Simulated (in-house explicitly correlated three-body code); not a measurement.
Values are calculated unless marked as measured or tabulated.
Two electrons around a charge Z: the exact Kohn-Sham energy parts

The exact non-relativistic ground state comes from a variational code in 260 exponentially correlated functions, the Kohn-Sham parts from inverting its density (past Z = 6 the correlation energy is taken as exact minus Hartree-Fock, equal to within microhartrees), and self-consistent runs (Hartree-Fock is restricted) from a B-spline radial code. Z may be fractional; the second electron is bound down to Z = 0.911.

E_c tends to a constant and T_c to −E_c as Z grows.

| Z | E (Eh) | E_x (Eh) | E_c (mEh) | T_c (mEh) | −T_c/E_c | binding (eV) |
| --- | --- | --- | --- | --- | --- | --- |
| 1.7 | -1.980684 | -0.83595 | -41.46 | 35.03 | 0.845 | 14.58 |
| 2.04 | -3.040389 | -1.04968 | -42.18 | 36.83 | 0.873 | 26.11 |
| 2.42 | -4.498221 | -1.28792 | -42.82 | 38.28 | 0.894 | 42.72 |
| 2.84 | -6.445371 | -1.55092 | -43.35 | 39.46 | 0.910 | 65.65 |
| 3.36 | -9.344789 | -1.87632 | -43.84 | 40.53 | 0.925 | 100.7 |
| 3.98 | -13.508456 | -2.26412 | -44.26 | 41.46 | 0.937 | 152.1 |
| 5.1 | ? | ? | ? | ? | ? | ? |
| 6 | -32.406247 | -3.52712 | -45.05 | 43.18 | 0.958 | 392 |
| 6.9 | -43.453928 | -4.08974 | -45.26 | 43.62 | 0.964 | 534.7 |
| 8.6 | ? | ? | ? | ? | ? | ? |
| 9.9 | -91.979298 | -5.96498 | -45.68 | 44.53 | 0.975 | 1169 |
| 11.6 | -127.466924 | -7.02756 | -45.83 | 44.84 | 0.979 | 1638 |

Q: What belongs in the row Z = 8.6?

A: E (Eh): -68.741669; E_x (Eh): -5.15240; E_c (mEh): -45.54; T_c (mEh): 44.22; −T_c/E_c: 0.971; binding (eV): 864.3.

Q: What belongs in the row Z = 5.1?

A: E (Eh): -22.978504; E_x (Eh): -2.96445; E_c (mEh): -44.78; T_c (mEh): 42.57; −T_c/E_c: 0.951; binding (eV): 271.4.

Q: Where is correlation strongest relative to exchange?

A: E_c/E_x falls from 0.050 at Z = 1.7 to 0.0065 at Z = 11.6, since exchange grows as Z while correlation stays near −0.045 hartree.
